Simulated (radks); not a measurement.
Results of a calculation; reference values are marked as such.
Problem. These are the eigenvalues of the occupied orbitals of an atom or ion with whole-number occupations (eV). Level of theory: scalar-relativistic Kohn-Sham, SCAN, spin-unpolarised, spherical densities, finite nucleus; meta-GGA in the generalised Kohn-Sham scheme; Fermi nuclear charge, rms radius of each element as measured or else 0.836 A^(1/3) + 0.57 fm (a radial shooting solver on a logarithmic mesh with Libxc functionals).

1s: -11027.01
2s: -1418.872
2p: -1241.975
3s: -207.8923
3p: -153.0542
3d: -63.8203
4s: -40.3723

Which element is it, and in what charge state? The configuration may be excited.

Solution. Z = 32, germanium, charge +3: Ge3+ in [Ar] 3d10 4s1. The list shows which subshells hold electrons but not how many an open one holds; the 1s level, -405.24 hartree, gives Z - s = 28.5 by -(Z - s)^2/2, which with screening and relativity narrows Z to a few neighbours, and the depths of the outer levels then fix element, charge and occupations together.
